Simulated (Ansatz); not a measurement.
One change: `C[C](=N)[InH][Cl]` becomes `CC(=N)C#N`.

Ansatz, PBE0-D4/def2-TZVP geometries, multiplicity 1. Each molecule was computed in one conformer, which needn't be the lowest.

Elements past krypton have def2 core potentials.

| property | `C[C](=N)[InH][Cl]` |
| --- | --- |
| size of the dipole moment (ωB97M-V/def2-TZVPP) / D | 3.92 |
| LUMO energy (ωB97M-V/def2-TZVPP) / eV | -0.56 |
| size of the dipole moment (PBE/def2-TZVPP) / D | 3.62 |
| HOMO–LUMO gap (PBE0/def2-TZVPP) / eV | 4.76 |
| HOMO energy (B3LYP/def2-TZVPP) / eV | -6.77 |
| zero-point energy (PBE0-D4/def2-TZVP) / kJ/mol | 172.4 |

Task: Give the same properties after the change, and the shifts. (Best estimate.)

Result: The calculation gave: 
```json
{"property": "size of the dipole moment (ωB97M-V/def2-TZVPP) / D", "`CC(=N)C#N`": "4.74", "shift": "0.82"}
{"property": "LUMO energy (ωB97M-V/def2-TZVPP) / eV", "`CC(=N)C#N`": "0.41", "shift": "0.97"}
{"property": "size of the dipole moment (PBE/def2-TZVPP) / D", "`CC(=N)C#N`": "4.61", "shift": "0.99"}
{"property": "HOMO–LUMO gap (PBE0/def2-TZVPP) / eV", "`CC(=N)C#N`": "6.86", "shift": "2.10"}
{"property": "HOMO energy (B3LYP/def2-TZVPP) / eV", "`CC(=N)C#N`": "-8.46", "shift": "-1.69"}
{"property": "zero-point energy (PBE0-D4/def2-TZVP) / kJ/mol", "`CC(=N)C#N`": "177.9", "shift": "5.5"}
```

With PBE0 the HOMO falls by 1.78 eV and the LUMO rises by 0.31 eV, so the gap widens by about 2.09 eV. PBE moves the HOMO by -1.32 eV and ωB97M-V by -2.07 eV. The zero-point energy changes by 5.5 kJ/mol with -3 modes. Dipoles are sizes alone; their direction can turn.

B3LYP here is the variant with VWN-RPA as its local correlation; programs differ in this.
